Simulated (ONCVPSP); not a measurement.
Ta (Z = 73), ONCV: configuration errors across variants

| Property | Result |
| --- | --- |
| Element | tantalum (Ta) |
| Generator | ONCVPSP 4.0.1 |
| Type | optimised norm-conserving Vanderbilt (ONCV) |
| Functional | revPBE |
| Relativity | scalar-relativistic |
| Frozen core | [Xe] 4f14 |
| Valence charge | 5 |
| Reference configuration | 5d3 6s2 |
| Partial waves | 6s: rc 2.70 bohr, ncon 5, nbas 8, qcut 2.3 1/bohr, local; p scattering state at 0.15 Ha: rc 2.70 bohr, ncon 4, nbas 7, qcut 3.6 1/bohr, 2 projectors, debl 3.1 Ha; 5d: rc 3.05 bohr, ncon 3, nbas 7, qcut 6.2 1/bohr, 2 projectors, debl 1.2 Ha |
| Local potential | the s channel |
| Core correction | Teter function, fcfact 2.5, rcfact 1.75 |

In the p channel the program set the typed energies aside and used 0.050, 3.150 Ha.

All-electron excitation energies from the reference (eV): (1) 5d3 6s1 8.393; (2) 5d3 6s0 23.225; (3) 5d2 6s0 46.717; (4) 5d4 6s0 9.793.

Errors AE − PS in meV (a dash: test not solved or not reliable):

| change | (1) | (2) | (3) | (4) | bound ghosts | GHOST(+) flags above zero |
| --- | --- | --- | --- | --- | --- | --- |
| base | -92 | -463 | -879 | -209 | none | none |
| d: qcut 3.8 | -88 | -465 | -819 | -111 | none | none |
| d: qcut 4.4 | -89 | -463 | -849 | -149 | none | none |
| d: qcut 4.8 | -90 | -463 | -860 | -168 | none | none |
| d: qcut 5.8 | -91 | -460 | -876 | -203 | none | none |
| d: qcut 7 | -92 | -463 | -882 | -217 | none | none |
| d: qcut 7.6 | -93 | -463 | -879 | -219 | none | none |
| d: qcut 8.2 | -92 | -463 | -879 | -218 | none | none |
| d: qcut 9.3 | -93 | -463 | -879 | -220 | none | none |

Q: Give the same row for: d: qcut 8.6.

A: -93, -463, -879, -221; bound ghosts: none; GHOST(+) flags above zero: none.
